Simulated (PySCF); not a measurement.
## How methods differ on the ionisation energy of W

W [Xe] 4f14 5d4 6s2 (5D) → W⁺ [Xe] 4f14 5d4 6s1 (6D), as a difference of total energies. All numbers are calculated (PySCF 2.14, the spin-free X2C one-electron Hamiltonian (Gaussian nucleus), in x2c-TZVPPall (11s7p7d3f1g, 97 functions)). Correlated levels: valence: [Xe] 4f14 frozen. The calculations carry no spin-orbit coupling.

```
           method  ionisation energy (eV)  error (eV)
              UHF                   5.919      -1.906
              LDA                   8.048      +0.223
              PBE                   7.656      -0.169
             PBE0                   7.412      -0.413
           r2SCAN                   7.278      -0.547
           M06-2X                   8.309      +0.484
        CAM-B3LYP                   7.835      +0.010
             BP86                   7.868      +0.043
    MP2 (valence)                   6.763      -1.062
SCS-MP2 (valence)                   6.950      -0.875
```

Reference: 7.825 eV (measured; NIST levels, between the centres of gravity of the two terms).

Errors of the correlated levels include the incompleteness of this basis and the frozen core.

MP2 underrates the near-degeneracy of ns² with np² in the lower species.
